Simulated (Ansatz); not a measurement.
Basis sets compared for In4As4H14, a cluster cut from wurtzite InAs (hydrogen-capped). The state is a singlet with charge 0. Geometry PBE-D4/def2-SVP. Ansatz on 2 threads of AMD EPYC 7R13 on a shared host and a share (18 GiB) of an NVIDIA H100 80GB HBM3; times are rough, and most runs start from earlier orbitals.

```xyz
22

In   -1.690   -2.547   -0.382
As   -0.450   -1.676    1.976
In    1.794   -0.422   -2.470
As   -0.820   -0.458   -1.835
As    2.620    0.211    0.133
In    1.004    0.563    2.247
In   -1.989    1.918   -1.363
As   -0.728    2.271    1.114
H    -0.788   -3.986   -0.755
H    -3.375   -2.377    0.010
H     0.437   -2.762    2.583
H    -1.434   -1.616    3.144
H     2.412   -2.035   -2.661
H     2.205    1.024   -3.343
H    -1.429   -0.798   -3.199
H     3.678   -0.766    0.643
H     3.527    1.440    0.158
H     1.695    0.948    3.792
H    -3.652    1.714   -0.897
H    -1.262    3.173   -2.322
H    -1.735    2.558    2.227
H    -0.019    3.622    1.203
```

In the def2 sets In takes a core potential; there is no spin–orbit coupling. Single mean-field runs in def2-TZVP are fitted with def2-universal-jkfit.

Binding counts from free atoms (In doublet, As quartet, H doublet) in the same basis, without a counterpoise term.

```
           level  functions  energy (Eh)  HOMO (eV)  LUMO (eV)  binding per atom (eV)  wall time
 PBE-D4/def2-SVP        302   -9710.0605      -5.93      -2.09                   2.29        9 s
PBE0-D4/def2-SVP        302   -9710.3456      -6.91      -1.35                   2.28      7.5 s
```

(1) Estimate the rows for PBE-D4/def2-TZVP (with forces), PBE0-D4/def2-TZVP (with forces).

## Answers

(1) 
```csv
level,functions,energy (Eh),HOMO (eV),LUMO (eV),binding per atom (eV),wall time
PBE-D4/def2-TZVP (with forces),476,-9711.2078,-6.00,-2.19,2.30,7 s
PBE0-D4/def2-TZVP (with forces),476,-9711.4839,-6.95,-1.45,2.30,8.5 s
```
